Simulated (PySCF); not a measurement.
Species: C4H3ClSe.
Atom-mapped SMILES: `[Cl:1][c:2]1[cH:3][cH:4][cH:5][se:6]1` (hydrogens: H7 on C3; H8 on C4; H9 on C5)

Level: B3LYP/def2-SVPD in PySCF, non-relativistic, on one gas-phase PBE0-D3(BJ)/def2-SVP geometry that isn't relaxed in the solvent. The solvent is an IEF-PCM continuum (van der Waals radii × 1.2), and excitations are vertical TDDFT with non-equilibrium linear response and a frozen core. The model holds no explicit solvent molecules, cavitation or dispersion. Spin–orbit coupling is left out although an atom past zinc is present.

Gas-phase singlets (H = HOMO, L = LUMO):

```tsv
state	E (eV)	λ (nm)	f	leading configuration
S1	4.904	253	0.000	H→L+1 98%
S2	5.023	247	0.113	H→L 94%
S3	5.269	235	0.000	H-1→L+1 98%
S4	5.347	232	0.100	H-1→L 86%
S5	5.725	217	0.000	H→L+2 93%
```

**Question.** Give the list for dimethylsulfoxide (ε = 46.83), n² = 2.19.

**Answer.** 
| state | E (eV) | λ (nm) | f | leading configuration | change by rank (eV) |
| --- | --- | --- | --- | --- | --- |
| S1 | 4.983 | 249 | 0.158 | H→L 94% | +0.079 |
| S2 | 5.015 | 247 | 0.000 | H→L+1 98% | -0.008 |
| S3 | 5.288 | 234 | 0.158 | H-1→L 89% | +0.019 |
| S4 | 5.350 | 232 | 0.000 | H-1→L+1 98% | +0.003 |
| S5 | 5.715 | 217 | 0.000 | H→L+2 93% | -0.010 |

**Question.** How does the list change in water (ε = 78.36)?

**Answer.** 
| state | E (eV) | λ (nm) | f | leading configuration | change by rank (eV) |
| --- | --- | --- | --- | --- | --- |
| S1 | 5.000 | 248 | 0.146 | H→L 94% | +0.096 |
| S2 | 5.018 | 247 | 0.000 | H→L+1 98% | -0.005 |
| S3 | 5.307 | 234 | 0.143 | H-1→L 88% | +0.038 |
| S4 | 5.356 | 231 | 0.000 | H-1→L+1 98% | +0.009 |
| S5 | 5.717 | 217 | 0.000 | H→L+2 93% | -0.008 |

**Question.** How do the frontier levels move from gas to water?

**Answer.** 
```
orbital  gas (eV)  solvent (eV)  change (eV)                   Löwdin shares, gas               Löwdin shares, solvent
 LUMO+2      0.14          0.15        +0.01  Cl1 46 %, Se6 24 %, C2 15 %, C5 6 %  Cl1 49 %, Se6 24 %, C2 16 %, C5 6 %
 LUMO+1     -0.60         -0.44        +0.16   Se6 65 %, C2 13 %, C5 9 %, Cl1 6 %   Se6 65 %, C2 13 %, C5 9 %, Cl1 7 %
   LUMO     -1.18         -1.12        +0.06  Se6 22 %, C2 21 %, C5 20 %, C4 13 %  Se6 22 %, C2 21 %, C5 20 %, C3 13 %
   HOMO     -6.57         -6.54        +0.03  C5 24 %, C2 22 %, Cl1 19 %, C4 15 %  C5 24 %, C2 23 %, Cl1 18 %, C4 15 %
 HOMO-1     -7.07         -7.02        +0.05  Se6 49 %, C3 18 %, C4 12 %, C2 10 %  Se6 49 %, C3 18 %, C4 12 %, C2 10 %
 HOMO-2     -8.78         -8.82        -0.04  Cl1 69 %, C2 12 %, Se6 10 %, C3 4 %  Cl1 67 %, C2 12 %, Se6 12 %, C3 5 %
 HOMO-3     -9.40         -9.42        -0.02  Cl1 45 %, C5 15 %, C4 14 %, C2 10 %  Cl1 43 %, C5 15 %, C4 14 %, C2 10 %
```

The HOMO–LUMO gap goes from 5.40 to 5.43 eV.
